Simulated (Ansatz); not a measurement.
Reaction (cleavage of the Si–Si bond): `F[SiH](Cl)[SiH2][SiH3]` + HBr → `[SiH3][SiH2]Br` + `F[SiH2]Cl`

Computed with Ansatz on PBE0-D4/def2-TZVP structures; ΔE is electronic, products minus reactants. CCSD(T)/CBS is the MP2 limit (def2-TZVPP, def2-QZVPP) plus CCSD(T) − MP2 in def2-TZVPP, frozen cores. This one scheme is used for every species. Functionals use def2-TZVPP. B3LYP here is the variant with VWN-RPA as its local correlation; programs differ in this. For Br outer-core shells are correlated without core-valence functions, which leaves a few kJ/mol of doubt a bond. Scalar relativity is left out up to krypton. One conformer a species, not always the lowest.

`F[SiH](Cl)[SiH2][SiH3]`:

Cartesian coordinates in Å:
```
F -0.032 1.618 1.999
Si 0.876 0.353 1.641
Cl 2.808 0.808 2.146
Si 0.708 -0.094 -0.646
Si -1.538 -0.359 -1.246
H 0.442 -0.758 2.520
H 1.472 -1.345 -0.910
H 1.335 1.028 -1.397
H -2.272 0.910 -1.002
H -2.145 -1.437 -0.421
H -1.655 -0.725 -2.682
```

HBr:

```xyz
2

Br   -0.020    0.462    0.539
H     0.020   -0.462   -0.539
```

`[SiH3][SiH2]Br`:

```xyz
8

Si    0.783    0.849   -0.375
Si   -0.737   -0.843    0.162
Br   -1.110   -0.776    2.361
H     1.055    0.834   -1.838
H     2.051    0.623    0.364
H     0.210    2.165    0.007
H    -2.043   -0.660   -0.520
H    -0.208   -2.192   -0.161
```

`F[SiH2]Cl`:

Cartesian coordinates in Å:
```
F -1.247 0.062 -0.989
Si 0.067 -0.021 -0.098
Cl -0.441 0.275 1.851
H 0.981 1.057 -0.521
H 0.639 -1.373 -0.242
```

```
             level  ΔE (kJ/mol)  difference from CCSD(T)/CBS
            PBE-D4        -72.1                         19.9
          B3LYP-D4        -85.1                          6.9
           ωB97X-V        -88.3                          3.7
           ωB97M-V        -93.0                         -1.0
            B2PLYP        -94.0                         -2.0
            r2SCAN        -86.4                          5.6
              PBE0        -83.2                          8.8
             B3LYP        -90.8                          1.2
     HF/def2-TZVPP       -112.5                        -20.5
SCS-MP2/def2-TZVPP        -99.6                         -7.6
   CCSD/def2-TZVPP        -91.0                          1.0
CCSD(T)/def2-TZVPP        -87.9                          4.1
     HF/def2-QZVPP       -113.0                        -21.0
SCS-MP2/def2-QZVPP       -101.9                         -9.9
      HF/CBS(def2)       -113.1                        -21.1
    CCSD/CBS(def2)        -95.0                         -3.0
       CCSD(T)/CBS        -92.0                            0
```

Largest T1 diagnostic among the species: 0.012.

The D4 term adds +5.8 kJ/mol with B3LYP and +3.6 kJ/mol with PBE0; it sums over pairs of atoms, weighted by their polarisabilities, and B3LYP, whose exchange is more repulsive, gets the larger term. From PBE to PBE0 (25 % exact exchange), in def2-TZVPP and without D4, ΔE moves by −7.3 kJ/mol.
